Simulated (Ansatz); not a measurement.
# Two structures, one formula

The two ends of one reaction step of AlNH₄OF₂, closed shell (PBE0-D4/def2-TZVP).

A:

```
9
angstrom
Al -0.4072 -0.6686 0.1066
O -0.9297 1.0919 -0.5771
F -1.0171 -1.7142 -1.0187
F -1.2088 -0.5522 1.5597
H -0.0688 1.5399 -0.5587
N 1.3517 -0.3186 0.0986
H -1.5420 1.5715 -0.0070
H 1.8551 -0.1870 0.9628
H 1.9669 -0.7627 -0.5660
```

B:

```xyz
9
angstrom
Al -0.7530 -0.3462 0.0987
O -1.1910 1.2360 -0.3666
F -0.9426 -1.5885 -0.9919
F -0.9525 -0.8039 1.6860
H 1.3884 0.8983 -0.2611
N 1.2198 -0.0622 0.0238
H -2.0814 1.5599 -0.4697
H 1.6521 -0.2119 0.9297
H 1.6603 -0.6816 -0.6487
```

Computed with Ansatz 0.2.0 (basis: def2-TZVPP); correlated methods freeze the cores. B3LYP uses VWN-RPA correlation.

Problem. Which structure is lower at CCSD(T), and by how much? (To be estimated.)

Solution. By the calculation: B, by 94.2 kJ/mol (electronic energy, against the other). By their contacts, A is AlNH₄OF₂ ([NH2][Al]([OH2])([F])[F]) and B is AlNH₄OF₂ ([NH3][Al]([OH])([F])[F]).

All methods give the same order:

| method | E(B) − E(A) (kJ/mol) |
| --- | --- |
| SPW92 | -86.6 |
| PBE-D4 | -90.1 |
| BLYP-D4 | -93.1 |
| r2SCAN-D4 | -94.4 |
| B97M-V | -94.8 |
| PBE0-D4 | -92.5 |
| B3LYP-D4 | -94.9 |
| r2SCAN0-D4 | -95.1 |
| BHLYP-D4 | -97.7 |
| CAM-B3LYP-D4 | -95.4 |
| wB97X-V | -94.7 |
| wB97M-V | -91.7 |
| B2PLYP | -95.6 |
| PBE-QIDH | -94.8 |
| RPA on PBE | -94.0 |
| HF | -101.2 |
| MP2 | -95.0 |
| CCSD | -95.5 |
| CCSD(T) | -94.2 |

The T1 diagnostic stays at or below 0.011.

Labels in which every atom is bracketed show which atoms are joined, not bond orders.

For scale, one of the runs: CCSD(T)/def2-TZVPP, 222 basis functions, launched by `ansatz run in.yaml --threads 4 --pin off --events-out ev --progress --plain --max-ram 9574MiB`. Hardware: 4 CPU threads of an Arm Neoverse N1, shared host. Wall time 2.7 min; peak host memory 3.7 GiB.
